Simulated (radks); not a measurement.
Values are calculated unless marked as measured or tabulated.
Coulomb parameter of the 4f shell of neutral promethium in the model configuration [Xe] 4f4 6s2 6p1, as a second difference U = [E(n + 0.5) + E(n - 0.5) - 2 E(n)] / (0.5)^2 with all orbitals relaxed. "Bare": the charge of the atom changes with n. "Screened": the 6p shell takes up the change at fixed total charge, which measures U(4f,4f) + U(6p,6p) - 2 U(4f,6p). Level of theory: Dirac Kohn-Sham, PBE, spin-unpolarised, spherical densities, point nucleus; open shells are shared between the two j in proportion to 2j + 1 (a radial shooting solver on a logarithmic mesh with Libxc functionals).

case                  configuration  E - E(n) (eV)
start              [Xe] 4f4 6s2 6p1          0.000
bare +0.5        [Xe] 4f4.5 6s2 6p1         -3.642
bare -0.5        [Xe] 4f3.5 6s2 6p1          7.141
screened +0.5  [Xe] 4f4.5 6s2 6p0.5         -3.183
screened -0.5  [Xe] 4f3.5 6s2 6p1.5          5.299

U(bare) = 13.997 eV, U(screened by 6p) = 8.466 eV, against the Slater integral F0(4f,4f) = 26.598 eV with frozen orbitals. The step up makes a negative ion, whose loosely bound charge lowers the bare value.
